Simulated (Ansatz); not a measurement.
Consider the substitution at a C–N bond: `C[NH][SnH]([F])[Cl]` + `NC(=O)[SiH2]Cl` → `CNC(=O)[SiH2]Cl` + `[NH2][SnH]([F])[Cl]`.

Program: Ansatz. Geometries: PBE0-D4/def2-TZVP. ΔE: electronic, gas phase. CCSD(T)/CBS adds triple-zeta CCSD(T) − MP2 to the extrapolated MP2 energy (def2 sets, frozen cores). Functionals use def2-TZVPP. def2 core potentials past Kr. For Sn outer-core shells are correlated without core-valence functions, which leaves a few kJ/mol of doubt a bond. One conformer a species, not always the lowest.

```csv
level,ΔE (kJ/mol)
r2SCAN-D4,-24.7
ωB97X-V,-23.4
B2PLYP,-24.3
MP2/def2-QZVPP,-23.9
```

Q: What does CCSD(T)/CBS give? (An estimate is asked.)

A: The calculation gave: -22.8 kJ/mol. The listed levels differ from it by -1.9, -0.6, -1.5, -1.1 kJ/mol.

Largest T1 diagnostic among the species: 0.015.
